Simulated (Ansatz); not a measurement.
`O=P(O)(O)C12CC3CC(CC(C3)C1)C2`. The state is a singlet with charge 0. Geometry PBE-D4/def2-SVP.

Cartesian coordinates in Å:
```
O 3.330 -0.786 -1.249
P 2.580 0.363 -0.631
O 2.533 1.710 -1.583
O 3.229 0.889 0.791
C 0.822 0.119 -0.200
C 0.198 1.391 0.424
C -1.281 1.115 0.762
C -1.372 -0.050 1.768
C -0.752 -1.318 1.147
C -1.515 -1.688 -0.140
C -1.426 -0.524 -1.146
C -2.045 0.744 -0.524
C 0.052 -0.256 -1.492
C 0.727 -1.053 0.810
H 3.178 1.587 -2.307
H 4.116 0.488 0.881
H 0.282 2.238 -0.289
H 0.759 1.674 1.338
H -1.724 2.030 1.209
H -2.433 -0.238 2.040
H -0.839 0.214 2.707
H -0.812 -2.158 1.872
H -2.579 -1.908 0.096
H -1.086 -2.611 -0.586
H -1.971 -0.790 -2.076
H -3.118 0.571 -0.295
H -2.001 1.585 -1.250
H 0.516 -1.153 -1.954
H 0.136 0.572 -2.226
H 1.199 -1.959 0.373
H 1.296 -0.798 1.728
```

B3LYP takes the VWN-RPA correlation.

Problem. Estimate the orbital energies around the gap (eV) in Ansatz with HF/STO-3G, PBE-D4/def2-SVP, PBE-D4/def2-TZVP, r2SCAN-D4/def2-TZVP, B3LYP-D4/6-31G.

Solution. 
```
orbital  HF/STO-3G  PBE-D4/def2-SVP  PBE-D4/def2-TZVP  r2SCAN-D4/def2-TZVP  B3LYP-D4/6-31G
 HOMO−5     -10.08            -7.49             -7.74                -8.10           -8.95
 HOMO−4     -10.00            -7.01             -7.18                -7.50           -8.45
 HOMO−3      -9.92            -6.74             -6.80                -7.09           -8.01
 HOMO−2      -9.06            -6.74             -6.80                -7.04           -7.81
 HOMO−1      -7.08            -6.42             -6.73                -7.03           -7.81
   HOMO      -6.80            -6.23             -6.44                -6.70           -7.46
   LUMO      11.47             0.06             -0.43                 0.17            0.51
 LUMO+1      12.67             0.65              0.15                 0.80            1.60
 LUMO+2      12.80             0.98              0.48                 1.13            1.76
 LUMO+3      14.76             1.51              0.93                 1.41            2.34
 LUMO+4      14.83             1.64              1.00                 1.76            3.01
 LUMO+5      15.03             1.74              1.13                 1.88            3.16
```
